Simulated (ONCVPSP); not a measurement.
## Which change was made? (S, ONCV)

ONCVPSP 4.0.1 input, shortened (lines: element, Z, core and valence counts, functional; n l f; lmax; l rc ep ncon nbas qcut; lloc lpopt rc5 dvloc0; l nproj debl; icmod fcfact rcfact), LDA (Perdew-Wang 92), scalar-relativistic:

```
  S 16.00    3    2  -001012      upf
    1    0    2.00
    2    0    2.00
    2    1    6.00
    3    0    2.00
    3    1    4.00
    2
    0    1.50    0.00    5    8    5.60
    1    1.35    0.00    3    8    5.10
    2    1.25    0.29    4    7    6.80
    4    5    1.10    1.00
    0    2    3.70
    1    2    0.80
    2    1    1.60
    3    3.00    1.80
```

Cutoffs, loose and tight: the cutoffs (Ha) at which the residual kinetic energy of the hardest occupied pseudo-wave falls to 1 and 0.1 mHa per electron. They do not see the model core or the augmentation charge, which bear on the density cutoff. Test errors are all-electron minus pseudo excitation energies from the reference, over the configurations 3s2 3p3; 3s2 3p2; 3s2 3p1; 3s2 3p3.5; variants that change the core or the reference have their own tests.

The base gives: outcome: generated; cutoff, loose: 13 Ha; cutoff, tight: 18 Ha; bound ghosts: none; GHOST(+) flags above zero: s; largest test error (meV): -55.

After one change the result is: outcome: generated; cutoff, loose: 14 Ha; cutoff, tight: 17 Ha; bound ghosts: s; GHOST(+) flags above zero: none; largest test error (meV): -62. Which change was it?
A. s: qcut 7.7
B. core correction Teter function, fcfact 4.25, rcfact 1.65
C. p: nproj 1

A. The others give: core correction Teter function, fcfact 4.25, rcfact 1.65 → outcome: generated; cutoff, loose: 13 Ha; cutoff, tight: 18 Ha; bound ghosts: none; GHOST(+) flags above zero: s; largest test error (meV): -27 | p: nproj 1 → outcome: generated; cutoff, loose: 13 Ha; cutoff, tight: 18 Ha; bound ghosts: none; GHOST(+) flags above zero: s; largest test error (meV): -40.
